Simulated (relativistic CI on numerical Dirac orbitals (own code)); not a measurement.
# Electric-dipole transitions in W64+

Calculated at this level of theory: Dirac-Coulomb-Breit CI, KLI orbitals optimised for each configuration, a model potential for QED, unscaled Slater integrals (own radial code, finite nucleus).

Configuration list (outside the closed core 1s2): 2s²2p⁶, 2s²2p⁵3s, 2s²2p⁵3p, 2s²2p⁵3d, 2s2p⁶3s, 2s2p⁶3p, 2s2p⁶3d, 2s²2p⁵4s, 2s²2p⁵4p, 2s²2p⁵4d, 2s²2p⁵4f, 2s²2p⁴3s², 2s²2p⁴3s3p, 2s2p⁶4s, 2s²2p⁵5s, 2s2p⁶4p, 2s²2p⁵5p, 2s²2p⁴3s3d, 2s²2p⁵5d, 2s²2p⁴3p², 2s²2p⁵5f, 2s2p⁶4d, 2s²2p⁵5g, 2s2p⁶4f, 2s²2p⁴3p3d, 2s2p⁵3s², 2s²2p⁴3d², 2s2p⁵3s3p, 2s2p⁵3s3d, 2s2p⁵3p², 2s2p⁶5s, 2s2p⁶5p, 2s2p⁵3p3d, 2s2p⁶5d, 2s2p⁶5f, 2s2p⁶5g. Levels of other configurations are missing.

| λ vac (nm) | Lower | Upper | A (s⁻¹) | log gf | S velocity/length |
| --- | --- | --- | --- | --- | --- |
| 0.11913 | 2s²2p⁶ ¹S0 [1] | 2s²2p⁵3d ³D°1 [29] | 1.46e+15 | -0.03 | 1.00 |
| 0.13589 | 2s²2p⁶ ¹S0 [1] | 2s²2p⁵3d ¹P°1 [17] | 2.79e+15 | 0.36 | 1.00 |
| 0.35879 | 2s²2p⁵3p ³D2 [5] | 2s²2p⁵4d ³F°3 [48] | 9.86e+13 | 0.12 | 0.99 |
| 0.39808 | 2s²2p⁵3p ³D3 [6] | 2s²2p⁵4d ³F°4 [50] | 1.26e+14 | 0.43 | 1.00 |
| 0.39895 | 2s²2p⁵3p ³P2 [8] | 2s²2p⁵4d ³D°3 [52] | 1.00e+14 | 0.22 | 1.00 |
| 0.41545 | 2s²2p⁵3d ³F°2 [28] | 2s²2p⁵4f ³G3 [104] | 2.43e+14 | 0.64 | 0.99 |
| 0.41560 | 2s²2p⁵3d ³P°1 [11] | 2s²2p⁵4f ³F2 [56] | 1.47e+14 | 0.28 | 0.99 |
| 0.41602 | 2s²2p⁵3d ³F°3 [12] | 2s²2p⁵4f ³G4 [55] | 2.43e+14 | 0.75 | 0.99 |
| 0.41671 | 2s²2p⁵3d ³D°2 [13] | 2s²2p⁵4f ³F3 [57] | 1.92e+14 | 0.54 | 0.99 |
| 0.41673 | 2s2p⁶3d ³D2 [35] | 2s2p⁶4f ³F°3 [118] | 2.38e+14 | 0.64 | 1.00 |
| 0.42552 | 2s²2p⁵3d ³F°4 [14] | 2s²2p⁵4f ³G5 [58] | 2.53e+14 | 0.88 | 0.99 |
| 0.42583 | 2s²2p⁵3d ³P°2 [30] | 2s²2p⁵4f ³D3 [107] | 2.42e+14 | 0.66 | 0.99 |
| 0.42606 | 2s2p⁶3d ³D3 [36] | 2s2p⁶4f ³F°4 [120] | 2.53e+14 | 0.79 | 1.00 |
| 0.42619 | 2s²2p⁵3d ¹D°2 [15] | 2s²2p⁵4f ¹F3 [60] | 2.09e+14 | 0.60 | 0.99 |
| 0.42634 | 2s²2p⁵3d ³F°3 [31] | 2s²2p⁵4f ³G4 [106] | 2.53e+14 | 0.79 | 0.99 |
| 0.42754 | 2s²2p⁵3d ³D°3 [16] | 2s²2p⁵4f ³F4 [61] | 2.24e+14 | 0.74 | 0.99 |
| 0.42816 | 2s2p⁶3d ¹D2 [37] | 2s2p⁶4f ¹F°3 [121] | 2.38e+14 | 0.66 | 1.00 |
| 0.43218 | 2s²2p⁵3d ¹P°1 [17] | 2s²2p⁵4f ¹D2 [59] | 2.03e+14 | 0.45 | 0.98 |
| 0.89976 | 2s²2p⁵4d ³F°3 [48] | 2s²2p⁵5f ³G4 [85] | 4.32e+13 | 0.67 | 1.00 |
| 0.91826 | 2s²2p⁵4d ³F°4 [50] | 2s²2p⁵5f ³G5 [88] | 4.60e+13 | 0.81 | 1.01 |
| 0.94128 | 2s²2p⁵4f ³G4 [55] | 2s²2p⁵5g ³H°5 [93] | 7.45e+13 | 1.04 | 1.00 |
| 0.94234 | 2s²2p⁵4f ³F2 [56] | 2s²2p⁵5g ³G°3 [95] | 5.98e+13 | 0.75 | 1.00 |
| 0.94292 | 2s²2p⁵4f ³F3 [57] | 2s²2p⁵5g ³G°4 [96] | 6.61e+13 | 0.90 | 1.00 |
| 0.94964 | 2s²2p⁵4f ³G5 [58] | 2s²2p⁵5g ³H°6 [98] | 7.61e+13 | 1.13 | 1.00 |
| 0.95040 | 2s2p⁶4f ³F°4 [120] | 2s2p⁶5g ³G5 [156] | 7.62e+13 | 1.05 | 1.00 |
| 0.95043 | 2s²2p⁵4f ³G4 [106] | 2s²2p⁵5g ³H°5 [138] | 7.60e+13 | 1.05 | 1.00 |
| 0.95091 | 2s²2p⁵4f ¹D2 [59] | 2s²2p⁵5g ¹F°3 [97] | 6.77e+13 | 0.81 | 1.00 |
| 0.95102 | 2s²2p⁵4f ¹F3 [60] | 2s²2p⁵5g ¹G°4 [99] | 6.77e+13 | 0.92 | 1.00 |
| 0.95157 | 2s²2p⁵4f ³F4 [61] | 2s²2p⁵5g ³G°5 [100] | 7.08e+13 | 1.02 | 1.00 |
| 2.3475 | 2s²2p⁵3s ³P°2 [2] | 2s²2p⁵3p ³D3 [6] | 1.66e+12 | -0.02 | 1.03 |

Terms are leading LS components. Brackets give the number of a level in order of energy, since labels repeat. The list gives strong lines, with weight on those to low levels, among the lowest 157 of 838 levels, so that lines to higher ones, which can be the strongest, are missing. Levels whose partners in the same complex of configurations lie outside the list can be far off, and so can their lines. Rates are taken at the computed energies, electric ones in the length gauge. A velocity-to-length ratio far from 1 marks an uncertain rate.

At this charge energies of transitions that change n are usually good to better than 1 %, and those within a shell (Δn = 0) to a few per cent.

(1) From the table, what is the radiative lifetime of 2s²2p⁵3d ³D°1?

## Answers

(1) The listed rates from this level add up to about 1.46e+15 s⁻¹, 100 % of its decay; with all channels τ = 6.82e-16 s.

LS names give the leading component of a level, which can be under half, so a name can repeat, a term be missing and a line seem to break the LS rules.
